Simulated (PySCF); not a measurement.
Mg(Me)(NH2), SMILES [CH3][Mg][NH2] (PBE0/def2-SVP optimised geometry):

```
8

Mg    -0.001    -0.072     0.000
C      2.091    -0.072     0.000
H      2.504    -0.869    -0.643
H      2.507    -0.226     1.011
H      2.502     0.882    -0.373
N     -1.898    -0.073     0.001
H     -2.507     0.736    -0.089
H     -2.507    -0.882     0.095
```

Level of theory: PBE0/def2-TZVP (PySCF).

Q: What are the frontier orbital energies and the dipole moment?

A: HOMO-2 -9.54 eV, HOMO-1 -7.06 eV, HOMO -6.12 eV, LUMO -0.64 eV, LUMO+1 0.33 eV; dipole moment 0.35 D.

On the same geometry PBE/def2-TZVP in PySCF gives HOMO-2 -8.03 eV, HOMO-1 -5.87 eV, HOMO -4.77 eV, LUMO -1.31 eV, LUMO+1 -0.32 eV; dipole moment 0.33 D.

Meta-Löwdin charges at PBE0/def2-TZVP: Mg1 1.31, C2 -0.92, H3 0.11, H4 0.11, H5 0.11, N6 -1.14, H7 0.21, H8 0.21.
